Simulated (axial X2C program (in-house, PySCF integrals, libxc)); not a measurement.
# Spin–orbit effects down a group: molecules with Na (ions), PBE0

Calculated with an axial X2C code built on PySCF integrals, spin-free (one-electron X2C) or two-component (2c: spin–orbit coupling with atomic mean-field Coulomb and Gaunt terms, which also bring small scalar terms), in Dyall basis sets with cores contracted in-house; open shells are unrestricted.

Basis sets: Al dyall-v3z, B dyall-v3z, Ga dyall-cv3z, In dyall-cv3z, Na dyall-cv3z.

```tsv
molecule	spin-free state	Re (Å)	ωe (cm⁻¹)	De (eV)	2c state	Re 2c (Å)	ωe 2c (cm⁻¹)	De 2c (eV)
NaB⁺	M_S = 1/2, Λ = 0	2.843	210.9	0.62	Ω = 1/2	2.843	210.9	0.62
NaAl⁺	M_S = 1/2, Λ = 0	3.363	134.7	1.01	Ω = 1/2	3.363	134.6	1.01
NaGa⁺	M_S = 1/2, Λ = 0	3.376	107.6	1.01	Ω = 1/2	3.377	107.5	n/a
NaIn⁺	M_S = 1/2, Λ = 0	3.523	98.0	1.11	Ω = 1/2	3.520	97.8	n/a
```

Fragments in 2c: Na+ + B, Al + Na+, Ga + Na+, In + Na+. Each entry is the lowest single determinant of a limited PBE0 search at one distance. De goes to single-determinant-based atoms at the same level (for ions the charge split of lowest energy) and is withheld (n/a) where an atom does not fit its ground term or J level. Main or longest-lived isotopes. Some light 2c atoms are not at their ground J level, so De misses part of their lowering (0.04 eV or less). The functionals have no current term, which raises determinants with orbital currents.
